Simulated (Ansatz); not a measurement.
CH6BClOSi can be A, `BOC[SiH2]Cl`, or B, `OB(Cl)C[SiH3]`.

Calculated with Ansatz (gas phase, PBE0-D4/def2-TZVP geometries, no zero-point term in ΔE). CCSD(T)/CBS adds triple-zeta CCSD(T) − MP2 to the extrapolated MP2 energy (def2 sets, frozen cores). Functionals use def2-TZVPP. B3LYP here is the variant with VWN-RPA as its local correlation; programs differ in this. One conformer a species, not always the lowest.

A:

Z-matrix (Å, degrees):
```
C
O 1 1.424
Si 1 1.885 2 108.5
H 1 1.094 2 108.4 3 -119.8
H 1 1.096 2 111.0 3 121.8
B 2 1.343 1 122.2 3 -113.0
Cl 3 2.056 1 107.9 2 -179.0
H 3 1.482 1 109.9 2 62.5
H 3 1.480 1 111.0 2 -60.1
H 6 1.202 2 120.1 1 -1.4
H 6 1.195 2 116.6 1 178.7
```

B:

Z-matrix (Å, degrees):
```
C
Si 1 1.884
B 1 1.548 2 112.0
H 1 1.094 2 107.2 3 121.3
H 1 1.093 2 106.4 3 -122.0
H 2 1.487 1 110.3 3 -58.4
H 2 1.487 1 109.8 3 -178.2
H 2 1.486 1 110.4 3 61.8
Cl 3 1.784 1 120.4 2 -82.4
O 3 1.349 1 121.0 2 95.5
H 10 0.962 3 113.5 1 -177.6
```

(1) Which isomer does CCSD(T)/CBS put lower? Give the gap. (Estimate.)

(2) Give E(B) − E(A) in kcal/mol with PBE0-D4, r2SCAN-D4, B3LYP, B2PLYP, PBE-D4, ωB97M-V, CCSD(T)/def2-TZVPP. (Best estimate.)

Largest T1 diagnostic: 0.013.

## Answers

(1) Ansatz gave: B, by 30.2 kcal/mol.

(2) Ansatz gave: PBE0-D4 -31.6, r2SCAN-D4 -31.9, B3LYP -27.9, B2PLYP -29.1, PBE-D4 -31.1, ωB97M-V -30.3, CCSD(T)/def2-TZVPP -30.7. None reverses the order clearly.

In def2-TZVPP, CCSD(T) changes the Hartree–Fock value by −4.3 kcal/mol (the triples alone add −0.5 kcal/mol) and MP2 by −5.9 kcal/mol.
